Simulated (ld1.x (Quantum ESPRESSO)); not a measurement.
## Which change was made? (Pb, TM)

```
Element                 : Pb
Generator               : ld1.x (Quantum ESPRESSO) 7.5
Type                    : norm-conserving Troullier–Martins (Kleinman–Bylander form)
Functional              : LDA (PZ)
Relativity              : scalar-relativistic
Frozen core             : [Xe] 4f14 5d10
Valence charge          : 4
Reference configuration : 6s1.75 6p2.25
Partial waves           : 6p (bound): rc 2.45 bohr; 6d channel at 0.5 Ry: rc 1.95 bohr; 6s (bound): rc 1.85 bohr
Local potential         : the s channel
Core correction         : none
```

Cutoffs, loose and tight: the cutoffs (Ry, on a coarse ladder) from which the occupation-weighted sum of valence levels, in a spherical-Bessel basis at the reference potential, stays within 10 and 1 mRy of its value at 400 Ry. They do not see the model core or the augmentation charge, which bear on the density cutoff. Test errors are all-electron minus pseudo excitation energies from the reference, over the configurations 6s2 6p2; 6s2 6p1; 6s2 6p0; 6s2 6p1.5; 6s1 6p0; 6s2 6p2.3; 6s1 6p3 (two spin-polarised tests are not counted in the largest error); variants that change the core or the reference have their own tests.

The base gives: outcome: generated; cutoff, loose: 21 Ry; cutoff, tight: 45 Ry; bound ghosts: d; largest test error (meV): +279.

After one change the result is: outcome: generated; cutoff, loose: 21 Ry; cutoff, tight: 45 Ry; bound ghosts: d; largest test error (meV): -525. Which change was it?
A. core correction a·sin(br)/r model core inside 1.06 bohr
B. local potential the d channel
C. reference 6s2 6p1.75

A. The others give: local potential the d channel → outcome: generated; cutoff, loose: 25 Ry; cutoff, tight: 45 Ry; bound ghosts: s, p; largest test error (meV): +258 | reference 6s2 6p1.75 → outcome: generated; cutoff, loose: 21 Ry; cutoff, tight: 45 Ry; bound ghosts: d; largest test error (meV): +107.
